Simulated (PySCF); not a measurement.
Ge(Me)3(SeH), SMILES [CH3][Ge]([CH3])([CH3])[SeH], singlet, GFN2-xTB optimised geometry.

```
15

C     -1.01     0.68     0.00
Ge    -0.39    -1.22     0.00
C     -0.93    -2.16    -1.66
C     -1.02    -2.17     1.63
Se     2.00    -1.22     0.00
H     -2.09     0.71    -0.06
H     -0.70     1.19     0.91
H     -0.60     1.22    -0.85
H     -0.54    -3.18    -1.66
H     -2.02    -2.21    -1.73
H     -0.55    -1.65    -2.54
H     -2.10    -2.23     1.63
H     -0.70    -1.66     2.53
H     -0.62    -3.18     1.66
H      2.09    -0.42     1.19
```

Density from CAM-B3LYP/def2-TZVP in PySCF at that geometry.

Minimum of the electron density along straight lines between bonded atoms, close to the bond critical point (lines longer than 1.1 times the sum of covalent radii, or with two minima, are not listed):

```
bond     length / Å  ρ at the minimum / e bohr⁻³  ∇²ρ there / e bohr⁻⁵  position (fraction from the first atom)
-------  ----------  ---------------------------  --------------------  ---------------------------------------
C1–Ge2        1.994                        0.121                  0.06                                     0.53
Ge2–C3        1.986                        0.123                  0.06                                     0.47
Ge2–C4        1.994                        0.121                  0.06                                     0.47
Ge2–Se5       2.391                        0.088                 -0.02                                     0.43
C1–H6         1.085                        0.277                 -0.94                                     0.64
C1–H7         1.086                        0.277                 -0.94                                     0.64
C1–H8         1.086                        0.278                 -0.95                                     0.64
C3–H9         1.086                        0.277                 -0.94                                     0.64
C3–H10        1.086                        0.277                 -0.94                                     0.64
C3–H11        1.086                        0.277                 -0.94                                     0.64
C4–H12        1.085                        0.277                 -0.94                                     0.64
C4–H13        1.086                        0.277                 -0.94                                     0.64
C4–H14        1.086                        0.278                 -0.95                                     0.64
Se5–H15       1.435                        0.185                 -0.31                                     0.62
```
